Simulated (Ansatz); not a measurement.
The cluster Os₂O₂⁺. Charge 1, multiplicity 2. Geometry PBE0-D4/def2-TZVP.

```xyz
4

Os    0.071    1.351   -1.186
Os    0.284   -0.629    0.173
O    -1.248    0.209   -0.668
O     0.893   -0.932    1.681
```

In the def2 sets Os takes a core potential; there is no spin–orbit coupling. At HF/def2-TZVP, r2SCAN-D4/def2-TZVP, r2SCANh-D4/def2-TZVP, PBE0-D4/def2-SVP and others the charge 1 doublet is spin-contaminated (final ⟨S²⟩ up to 3.37, 0.75 for a pure state). The structure comes from a short search, and lower isomers may exist.

Q: Estimate the α-spin orbital energies around the gap (eV) in Ansatz with HF/def2-TZVP, r2SCAN-D4/def2-TZVP, r2SCANh-D4/def2-TZVP, PBE0-D4/def2-SVP, ωB97M-V/def2-TZVP.

A: 
```
orbital  HF/def2-TZVP  r2SCAN-D4/def2-TZVP  r2SCANh-D4/def2-TZVP  PBE0-D4/def2-SVP  ωB97M-V/def2-TZVP
 HOMO−9        -21.96               -17.49                -18.12            -18.88             -21.06
 HOMO−8        -21.54               -16.12                -16.62            -17.34             -19.55
 HOMO−7        -20.74               -15.99                -16.53            -17.24             -19.39
 HOMO−6        -20.53               -15.19                -15.68            -16.37             -18.56
 HOMO−5        -19.58               -14.17                -14.74            -15.29             -17.46
 HOMO−4        -19.06               -13.99                -14.46            -15.09             -17.23
 HOMO−3        -18.20               -13.39                -13.93            -14.38             -16.51
 HOMO−2        -17.81               -12.89                -13.46            -14.07             -16.20
 HOMO−1        -16.89               -12.67                -13.29            -13.92             -16.08
   HOMO        -16.06               -11.76                -12.29            -13.07             -15.31
   LUMO         -5.85               -10.20                 -9.79             -9.51              -7.44
 LUMO+1         -5.13               -10.07                 -9.56             -9.32              -7.06
 LUMO+2         -3.98                -9.14                 -8.84             -8.44              -6.51
 LUMO+3         -3.39                -8.80                 -8.36             -7.97              -5.65
 LUMO+4         -2.51                -8.50                 -8.11             -7.69              -5.47
 LUMO+5         -2.13                -5.78                 -5.54             -5.30              -3.85
 β HOMO        -15.63               -11.63                -12.10            -12.69             -14.76
 β LUMO         -5.53               -10.36                 -9.92             -9.63              -7.59
```
